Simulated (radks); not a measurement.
Cd XXXIV, 15 electrons, occupied as [Ne] 3s2 3p3. Method: scalar-relativistic Kohn-Sham, PBEsol, spin-polarised, spherical densities, finite nucleus; open shells are filled with parallel spins first (spin-orbit coupling, left out, can overturn this in heavy ions); Fermi nuclear charge, rms radius 4.6087 fm; computed with a radial shooting solver on a logarithmic mesh with Libxc functionals.

Local quantities along the radius. ELF = 1/(1 + alpha^2) is the electron localisation function; alpha = (tau - tau_W)/tau_unif compares the Pauli kinetic energy density with that of the uniform gas (summed over spins). tau is taken from the large components.

| r (bohr) | ELF | alpha |
|---|---|---|
| 0.001298 | 1.000 | 0.02131 |
| 0.001624 | 1.000 | 0.02151 |
| 0.002015 | 1.000 | 0.02207 |
| 0.002501 | 0.999 | 0.02307 |
| 0.003129 | 0.999 | 0.02471 |
| 0.003883 | 0.999 | 0.02707 |
| 0.004819 | 0.999 | 0.03055 |
| 0.006029 | 0.999 | 0.03594 |
| 0.007483 | 0.998 | 0.04385 |
| 0.009287 | 0.997 | 0.05626 |
| 0.01162 | 0.994 | 0.07765 |
| 0.01442 | 0.987 | 0.1139 |
| 0.0179 | 0.968 | 0.1812 |
| 0.02239 | 0.907 | 0.3197 |
| 0.02779 | 0.745 | 0.5853 |
| 0.03449 | 0.483 | 1.035 |
| 0.04315 | 0.316 | 1.473 |
| 0.05355 | 0.352 | 1.357 |
| 0.06646 | 0.559 | 0.8883 |
| 0.08315 | 0.767 | 0.5507 |
| 0.1032 | 0.840 | 0.4360 |
| 0.1281 | 0.776 | 0.5366 |
| 0.1602 | 0.393 | 1.243 |
| 0.1989 | 0.164 | 2.257 |
| 0.2468 | 0.426 | 1.160 |
| 0.3088 | 0.843 | 0.4321 |
| 0.3832 | 0.899 | 0.3345 |
| 0.4756 | 0.805 | 0.4928 |
| 0.595 | 0.392 | 1.246 |
| 0.7385 | 0.037 | 5.136 |
| 0.9166 | 0.001 | 38.70 |

On this mesh the ELF has minima near r = 0.048, 0.20 bohr, which separate the shells, and maxima near 0.10 (0.84), 0.38 (0.90).
